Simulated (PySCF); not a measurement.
Zr(Cl)2(SH)2 (Cl2H2S2Zr), SMILES [SH][Zr]([SH])([Cl])[Cl], multiplicity 1.

Geometry: PBE0-D3(BJ)/def2-SVP. The multiplicity is an assumed one; no other spin state was optimised. The structure was generated by enumeration; whether it is a known compound was not checked. The def2 effective core potentials stand for the cores of Zr; spin–orbit coupling is left out. One conformer was computed; it need not be the lowest.

These are PBE/def2-TZVP run with PySCF values and carry that method's errors.

Isolated molecule, no solvent.

```
Property                                                                                                           Value
---------------------------------------------------------------------------------------------  -------------------------
total energy                                                                                         -1764.65751 hartree
highest occupied level                                                                                          -6.91 eV
lowest empty level                                                                                              -3.37 eV
orbital gap                                                                                                      3.54 eV
dipole moment                                                                                                     0.69 D
quadrupole, principal values (traceless, Buckingham form, about the centre of nuclear charge)     -5.14, -1.71, 6.85 D·Å
mean static polarisability                                                                        111.9 bohr³ (16.59 Å³)
polarisability, principal values                                                               105.5, 111.2, 119.1 bohr³
```
